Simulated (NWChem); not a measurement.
System: H3PO4, triplet; SMILES of the neutral closed-shell parent O=P(O)(O)O

```xyz
8

O      1.3827    -0.0315     0.3900
P     -0.1267     0.0553    -0.2175
O     -1.2707     0.1142     0.9142
O     -0.0840     1.7216    -0.3653
O     -0.2683    -1.6664    -0.2056
H      1.6162    -0.9525     0.5676
H      0.7366     2.0660     0.0189
H     -1.0927    -1.9491    -0.6240
```
Atoms are numbered in this order, from 1.

Level: PBE0/def2-SVP, spin-unrestricted (NWChem), optimised geometry, unscaled harmonic frequencies. The spin multiplicity was typed, not searched, and may not be the lowest.

```csv
frequency (cm⁻¹),IR intensity (km/mol)
151,45.8
216,11.4
251,166.6
323,8.6
340,50.9
414,21.4
444,15.0
482,77.9
604,21.1
780,240.1
848,46.0
904,90.4
936,37.3
1016,160.0
1076,182.8
3815,122.5
3860,135.7
3864,99.2
```

```yaml
zero_point_energy: 29.0 kcal/mol
thermal correction to the enthalpy at 298.15 K (with zero-point energy): 33.7 kcal/mol
heat capacity Cv: 22.6 cal/(mol K)
"entropy at 298.15 K and 1 atm (symmetry number 1, electronic part: spin degeneracy alone)": 80.2 cal/(mol K)
dipole_moment: 1.90 D
```

Rigid rotor and harmonic oscillator.
